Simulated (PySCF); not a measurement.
[Cu(OMe)2]-, C2H6CuO2 (charge -1 and singlet state).
Geometry (PBE0-D3(BJ)/def2-SVP, Å), atoms numbered from 1 in this order:
```
atom  x, y, z in Å
Cu1    0.040    0.004    0.011
O2     0.030   -0.145    1.838
C3     0.079   -1.347    2.452
H4    -0.765   -2.055    2.217
H5     0.049   -1.252    3.573
H6     1.005   -1.961    2.258
O7     0.062    0.142   -1.817
C8    -0.068    1.329   -2.448
H9    -1.035    1.880   -2.267
H10   -0.024    1.221   -3.567
H11    0.724    2.098   -2.219
```

Level of theory: PySCF, PBE0-D3(BJ)/def2-SVP geometry optimisation, gas phase.

Masses are those of the commonest isotopes; rigid-rotor values at the optimised geometry. 

**Question.** Give the principal moments of inertia and the rotational constants in cm⁻¹.

**Answer.** Ia = 19.78, Ib = 346.51, Ic = 359.88 u·Å²; 505379 MHz·u·Å²/I gives 25555, 1458 and 1404 MHz, that is A = 0.85243, B = 0.04865, C = 0.04684 cm⁻¹.

**Question.** Classify the top.

**Answer.** A near-prolate asymmetric top: κ = (2 × 1458 − 25555 − 1404)/(25555 − 1404) = -1.00.

**Question.** What does the inertial defect say?

**Answer.** Not planar: Δ = Ic − Ia − Ib = -6.41 u·Å². For a rigid frame Δ = −2 Σ m c², so Σ m c² = 3.20 u·Å² lies off the ab plane: 3.18 from hydrogen and 0.03 from heavier atoms. The atom farthest from that plane is 0.94 Å away.

The dipole components (about the centre of mass, as the species is charged) are |μa| = 0.01 D, |μb| = 0.01 D, |μc| = 0.04 D.

Stationary, but not proved a minimum. Zero-point vibration and centrifugal distortion are left out. A rigid rotor knows nothing of internal rotation, which can split or shift real lines.
